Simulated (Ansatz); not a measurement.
Gas-phase reaction in SMILES: CCCCB(C)C -> CB(C)C(C)(C)C [tert-butyl(dimethyl)borane]
Structures are relaxed separately at B3LYP-D3(BJ)/def2-TZVP in Ansatz (a first-principles code), one conformer each, not searched for the lowest.

Quantity: isomerisation energy (electronic energy difference), in eV. Valence correlation only, unless marked. Spin-orbit coupling is left out. Non-relativistic unless marked X2C. CBS(X,Y): correlation extrapolated as X^-3; Hartree-Fock from the larger set. [CCSD(T)-MP2]/basis is that difference in the basis named.

```csv
level,program,isomerisation energy (eV),minus last row
HF/cc-pwCVTZ,Ansatz,0.21,0.21
BLYP-D4/def2-TZVPD,Ansatz + dftd4,0.02,0.02
PBE0/def2-TZVP,Ansatz,0.11,0.11
PBE0/def2-QZVPP,Ansatz,0.11,0.11
CCSD(T)/6-31G*,Ansatz,0.02,0.02
X2C-CCSD(T)/cc-pVTZ-DK,Ansatz,-0.01,-0.01
"RI-MP2/CBS(cc-pVTZ,cc-pVQZ)+[CCSD(T)-MP2]/cc-pVTZ",Ansatz,0.00,0.00
```
